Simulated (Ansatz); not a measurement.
Start from `[CH3][AlH][SiH2]S[SiH3]` and change one atom or group to get `[CH3][AlH][SiH2]C`.

Ansatz, PBE0-D4/def2-TZVP geometries, multiplicity 1. Each molecule was computed in one conformer, which needn't be the lowest.

```tsv
property	`[CH3][AlH][SiH2]S[SiH3]`
HOMO–LUMO gap (PBE/def2-TZVPP) / eV	3.82
LUMO energy (PBE/def2-TZVPP) / eV	-2.18
ideal-gas entropy at 298 K and 1 bar (rigid rotor, harmonic PBE0-D4/def2-TZVP) / J/(mol·K)	413
HOMO energy (PBE0/def2-TZVPP) / eV	-7.06
HOMO–LUMO gap (PBE0/def2-TZVPP) / eV	5.66
LUMO energy (B3LYP/def2-TZVPP) / eV	-1.53
```

(1) Give the same properties after the change, and the shifts. (An estimate is asked.)

## Answers

(1) Computed: 
```json
{"property": "HOMO–LUMO gap (PBE/def2-TZVPP) / eV", "`[CH3][AlH][SiH2]C`": "3.61", "shift": "-0.21"}
{"property": "LUMO energy (PBE/def2-TZVPP) / eV", "`[CH3][AlH][SiH2]C`": "-2.35", "shift": "-0.17"}
{"property": "ideal-gas entropy at 298 K and 1 bar (rigid rotor, harmonic PBE0-D4/def2-TZVP) / J/(mol·K)", "`[CH3][AlH][SiH2]C`": "395", "shift": "-18"}
{"property": "HOMO energy (PBE0/def2-TZVPP) / eV", "`[CH3][AlH][SiH2]C`": "-7.03", "shift": "0.03"}
{"property": "HOMO–LUMO gap (PBE0/def2-TZVPP) / eV", "`[CH3][AlH][SiH2]C`": "5.43", "shift": "-0.23"}
{"property": "LUMO energy (B3LYP/def2-TZVPP) / eV", "`[CH3][AlH][SiH2]C`": "-1.79", "shift": "-0.26"}
```

The zero-point energy changes by 19.9 kJ/mol with -3 modes. Modes under 60 cm⁻¹, often nearly free rotors, make the harmonic entropy too high.

B3LYP here is the variant with VWN-RPA as its local correlation; programs differ in this.
